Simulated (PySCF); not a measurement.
Species: C7H13BO2.
SMILES with atom numbers: `[CH3:1][CH2:2][CH2:3][CH2:4][B@H-:5]1[O:6][CH:7]=[CH:8][CH:9]=[O+:10]1` (hydrogens: H11, H12, H13 on C1; H14, H15 on C2; H16, H17 on C3; H18, H19 on C4; H20 on B5; H21 on C7; H22 on C8; H23 on C9)

Theory: PBE0-D3(BJ)/def2-SVP geometry optimisation, gas phase (PySCF 2.14.0).

Problem. What internal coordinates does the optimisation give?

Solution. 
```
                  bond  length (pm)
                 C1–C2        152.0
                 C2–C3        152.4
                 C3–C4        152.5
                 C4–B5        159.6
         B5–O6, B5–O10        155.1
         O6–C7, C9=O10        126.5
          C7=C8, C8–C9        139.4
C1–H11, C1–H12, C1–H13        110.2
                C2–H14        110.5
                C2–H15        110.5
                C3–H16        110.7
                C3–H17        110.7
                C4–H18        110.6
                C4–H19        110.6
                B5–H20        121.6
        C7–H21, C9–H23        110.1
                C8–H22        108.8
```

Bonds in one row agree within 1 pm and their mean is given. A selection of angles:
```
    angle  degrees
 C1–C2–C3    113.7
 C2–C3–C4    114.3
 C3–C4–B5    117.0
 C4–B5–O6    109.7
O6–B5–O10    106.3
 B5–O6–C7    123.0
 O6–C7–C8    124.1
 C7–C8–C9    116.6
```

Dihedral angles: C1–C2–C3–C4 180° (antiperiplanar); C2–C3–C4–B5 180° (antiperiplanar); C3–C4–B5–O6 -58° (synclinal); C4–B5–O6–C7 101° (anticlinal); B5–O6–C7–C8 8° (synperiplanar); O6–C7–C8–C9 5° (synperiplanar); C7–C8–C9–O10 -5° (synperiplanar); C8–C9–O10–B5 -7° (synperiplanar); C4–B5–O10–C9 -101° (anticlinal).

Of the pairs four or more bonds apart, C9···H16 is among the closest relative to their van der Waals radii: 2.94 Å, 101 % of the sum of Bondi's values. The 6-membered ring B5–O6–C7–C8–C9–O10 has internal angles of 106.3° to 124.1° (sum 717°, against 720° for a flat polygon); it is puckered, 0.07 Å rms from its mean plane, widest ring torsion 17°. B5 (four-coordinate boron) is distorted tetrahedral (angles from 106.3° to 116.2°). The 5 C–C bonds span 1.394 Å (C7=C8, drawn double) to 1.525 Å (C3–C4, drawn single), a spread of 0.131 Å. O6 (oxygen bonded to B and C) is bent (angle 123.0°).

Point group: Cs (tolerance 0.08 Å). Stationary, but not proved a minimum. The numbers are those of one conformer.
